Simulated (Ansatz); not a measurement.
GaH5OSi, SMILES `[SiH3][O][GaH2]`. Total charge 0; spin multiplicity 1. The geometry is a stationary point of PBE0-D4/def2-TZVP.

```xyz
8

Si    0.054    1.181    0.681
O     0.280   -0.413    0.429
Ga   -0.023   -1.640   -0.831
H    -0.607    1.829   -0.490
H     1.363    1.850    0.910
H    -0.804    1.390    1.878
H     0.456   -3.069   -0.445
H    -0.717   -1.128   -2.132
```

**Question.** What is the dipole moment at B3LYP/def2-TZVPP? (Best estimate.)

**Answer.** The calculation gave: 1.45 D, with components (-0.27, -0.96, -1.05) D in this frame, pointing from negative to positive charge.

**Question.** And with PBE, r2SCAN, ωB97M-V? (An estimate is asked.)

**Answer.** Ansatz gave: PBE 1.36 D, r2SCAN 1.42 D, ωB97M-V 1.52 D.

**Question.** Give the Mulliken charges with B3LYP, r2SCAN, PBE in def2-TZVPP. (Estimate.)

**Answer.** The calculation gave: 
| atom | B3LYP | r2SCAN | PBE |
| --- | --- | --- | --- |
| Si1 | 0.42 | 0.45 | 0.34 |
| O2 | -0.43 | -0.46 | -0.34 |
| Ga3 | 0.35 | 0.38 | 0.28 |
| H4 | -0.09 | -0.09 | -0.08 |
| H5 | -0.09 | -0.09 | -0.07 |
| H6 | -0.09 | -0.09 | -0.07 |
| H7 | -0.04 | -0.05 | -0.02 |
| H8 | -0.04 | -0.05 | -0.03 |

B3LYP here is the variant with VWN-RPA as its local correlation; programs differ in this.
